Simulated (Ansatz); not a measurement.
Wavefunction ladder for `OCNBCl`

Z-matrix (Å, degrees):
```
C
N 1 1.441
O 1 1.403 2 113.9
H 1 1.097 2 108.6 3 -124.2
H 1 1.089 2 108.6 3 117.5
B 2 1.390 1 128.0 3 -91.8
H 2 1.008 1 115.0 3 86.1
H 3 0.961 1 109.1 2 -66.1
Cl 6 1.763 2 121.2 1 -2.8
H 6 1.192 2 120.3 1 178.1
```

Charge 0, multiplicity 1. All single points use the PBE0-D4/def2-TZVP geometry. It is one conformer, not always the lowest. Frozen core, restricted reference, Ansatz. CBS rows extrapolate triple and quadruple zeta; past MP2 they add the triple-zeta difference.

```
     basis     HF (Eh)  MP2 corr.
def2-TZVPP  -654.44653   -0.91045
def2-QZVPP  -654.46848   -0.98200
```

(1) Estimate the CCSD correlation energy and the (T) correction in each basis where they were run (hartree).

Answers

(1) 
```tsv
basis	CCSD corr.	(T)
def2-TZVPP	-0.95005	-0.03808
CBS(def2)	-1.07459	as TZ
```
